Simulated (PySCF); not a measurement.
F4Hf, SMILES [F][Hf+]([F])([F])[F] (connectivity only; charge and spin as stated), charge +1, multiplicity 2.

Geometry: B3LYP-D3(BJ)/def2-SVP. The multiplicity is an assumed one; other spin states were not compared. The def2 effective core potentials stand for the cores of Hf; spin–orbit coupling is left out.

Computed with ωB97X/def2-TZVP in PySCF.

Computed frontier levels, dipole moment and polarisability:
The α spin, highest occupied and lowest empty level is -20.71 and -7.27 eV. The β spin, highest occupied and lowest empty level is -20.72 and -11.91 eV and the dipole moment about the centre of nuclear charge comes out as 0.40 D. The mean static polarisability is 35.4 bohr³ (5.25 Å³). The polarisability, principal values is 29.7, 31.8, 44.7 bohr³ and the ⟨S²⟩ is 0.761 (pure state 0.75).
